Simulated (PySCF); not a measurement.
Electron correlation in Kr⁺ (krypton, charge +1)

Starting occupation: [Ar] 3d10 4s2 4p5, 4p1/2 with m_j = -1/2, +1/2, 4p3/2 with m_j = -1/2, +1/2, +3/2. All numbers are calculated (PySCF 2.14, X2C-1e with screened-nucleus spin-orbit coupling, Gaussian nucleus, in x2c-SVPall-2c with one added diffuse shell each of s, p, d type (6s7p4d, 47 functions)). Frozen: [Ne]; 25 electrons correlated.

MP2 pair energies summed by pair of shells (mhartree):

| pair | energy | share (%) |
| --- | --- | --- |
| 3d-3d | -100.08 | 29.9 |
| 4p-4p | -71.07 | 21.2 |
| 3d-3p | -68.90 | 20.6 |
| 4p-4s | -29.69 | 8.9 |
| 3p-3p | -20.96 | 6.3 |
| 3d-4p | -18.01 | 5.4 |
| 3d-3s | -6.09 | 1.8 |
| 4s-4s | -5.93 | 1.8 |
| 3p-4p | -5.39 | 1.6 |
| 3d-4s | -3.97 | 1.2 |
| 3p-3s | -2.52 | 0.8 |
| 3p-4s | -1.12 | 0.3 |
| 3s-4p | -0.67 | 0.2 |
| 3s-3s | -0.56 | 0.2 |
| 3s-4s | -0.29 | 0.1 |

Total MP2 correlation energy: -335.25 mhartree.

The GHF reference relaxed away from the jj start to a determinant that is no pure jj level (⟨S²⟩ = 0.76, ⟨J²⟩ = 3.76); the energies belong to that determinant.

This basis was not built for core-valence correlation, so the inner-shell part is incomplete.
